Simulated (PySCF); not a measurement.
All values below come from PBE0-D4/def2-TZVP // PBE0-D4/def2-SVP run with PySCF. Gas-phase values, no solvent. Delta-SCF ions had no search for a lower state. 

Reference species (SMILES): `[F][Sn]([F])([F])[F]` (neutral, multiplicity 1).

| Property | Result |
|---|---|
| HOMO–LUMO gap | 8.45 eV |
| vertical ionisation energy (Delta-SCF) | 14.75 eV |

Changed species: `C[CH2][Sn]([F])([F])[F]` (1 of 4 F replaced by C2H5; the reference has 0 of 4 F replaced by C2H5).

Problem. Give the shifts of the HOMO–LUMO gap and vertical ionisation energy (Delta-SCF).

Solution. the HOMO–LUMO gap falls by 0.92 eV, to 7.53 eV; the vertical ionisation energy (Delta-SCF) drops by 3.22 eV, to 11.53 eV.
